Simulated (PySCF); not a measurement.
# Gas-phase XPS of Si(CF3)4, computed

Compound: Si(CF3)4, C4F12Si.
Cartesian coordinates in Å at the PBE0-D3(BJ)/def2-SVP level; atoms count from 1:
```xyz
17
C4F12Si angstrom
Si    -0.0051   -0.0031    0.0044
C      0.0097    0.0136    1.9319
F     -1.1965   -0.2847    2.4214
F      0.3581    1.2174    2.3925
F      0.8811   -0.8791    2.4079
C      1.8060   -0.0689   -0.6515
F      2.6045    0.7061    0.0861
F      1.8668    0.3583   -1.9151
F      2.2868   -1.3136   -0.6128
C     -0.8509    1.6017   -0.6480
F     -1.9759    1.8526    0.0255
F     -1.1597    1.4853   -1.9420
F     -0.0427    2.6559   -0.5092
C     -0.9736   -1.5495   -0.6174
F     -0.5956   -2.6457    0.0452
F     -0.7543   -1.7554   -1.9185
F     -2.2873   -1.3916   -0.4403
```

Computed, not measured: delta-SCF UKS SCAN, pcX-2 on the ionised atom, pcseg-1 elsewhere, spin-free X2C in PySCF 2.14.0. Binding energies are ΔSCF values: E(core-ionised, relaxed orbitals) − E(ground state) at a fixed geometry, referred to the vacuum level.

**Question.** What binding energy does each computed site have?

**Answer.** 
```json
{"atom(s)": "Si1", "environment": "silicon bonded to 4 C", "level": "Si 2p3/2", "binding energy (eV)": "109.10", "2p1/2 (eV)": "109.72", "count": "1"}
{"atom(s)": "Si1", "environment": "silicon bonded to 4 C", "level": "Si 1s", "binding energy (eV)": "1848.77", "2p1/2 (eV)": "–", "count": "1"}
{"atom(s)": "C2/C6/C10/C14", "environment": "carbon bonded to 3 F and Si", "level": "C 1s", "binding energy (eV)": "298.63", "2p1/2 (eV)": "–", "count": "4"}
{"atom(s)": "F3 (×12)", "environment": "fluorine bonded to C", "level": "F 1s", "binding energy (eV)": "694.69", "2p1/2 (eV)": "–", "count": "12"}
```

**Question.** What is the longest wavelength that can ionise Si 2p3/2 of Si1 vertically?

**Answer.** λ = hc/E = 12398.42 eV Å / 109.10 eV = 113.643 Å.

**Question.** Which effective nuclear charge Zeff reproduces each element's mean 1s value in the hydrogen-like formula E = 13.606 eV × Zeff²?

**Answer.** C (Z = 6): mean 298.6 eV, Zeff = 4.68, Z − Zeff = 1.32; F (Z = 9): mean 694.7 eV, Zeff = 7.15, Z − Zeff = 1.85; Si (Z = 14): mean 1848.8 eV, Zeff = 11.66, Z − Zeff = 2.34. Means run over the listed sites, weighted by atom count.

Topologically equivalent atoms share the value of their first member; where this conformer doesn't relate them by symmetry, their own values could differ. The 2p values aren't plain energy differences: one relaxed spin-free 2p hole is combined with a matrix within the shell (ground-state 2p orbital-energy differences and spin–orbit coupling). 2p3/2, the mean of its two sublevels, lies a third of the splitting below the shell's mean and 2p1/2 two thirds above it; the statistical areas are 2:1. 2p1/2 minus 2p3/2 (ligand field included): Si 0.62 eV. Geometry: PBE0-D3(BJ)/def2-SVP; no solvent, vibrations or thermal averaging.
